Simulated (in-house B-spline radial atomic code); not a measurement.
Values are calculated unless marked as measured or tabulated.
**Extrapolating the RPA correlation energy in partial waves: Tc2+**

All-electron RPA on Hartree-Fock orbitals from a B-spline radial code for spherical atoms, scalar-relativistic (spin-free one-electron X2C), finite nucleus, configuration [Kr] 4d5, highest spin. With empty states up to angular momentum L the sums are:

```csv
L,E_c(L) (hartree)
4,-2.427051
5,-2.609414
6,-2.699004
7,-2.746695
8,-2.773027
9,-2.788707
```

For large l each further wave adds A/(l + 1/2)⁴, because the basis must build the cusp where two electrons meet.

(1) Estimate the limit from L = 8 and L = 9.

(2) How good is the estimate?

Results:

(1) Wave 9 adds -0.015680, against a sum of (l + 1/2)⁻⁴ of 1.22774e-04, so A = -127.71. The sum over l > 9 is ζ(4, 10.5) = 3.3168e-04, close to 1/(3 × 10³) = 3.3333e-04. The tail is -0.042361 and the limit -2.83107 hartree.

(2) A run to L = 11 sums to -2.80509 and extrapolates to -2.82696 hartree, 1.58 millihartree from the run before, so it has not settled and is itself too deep. The estimate differs from that by -4.11 millihartree, while the bare sum at L = 9 misses 38.2 millihartree (1.4 %).
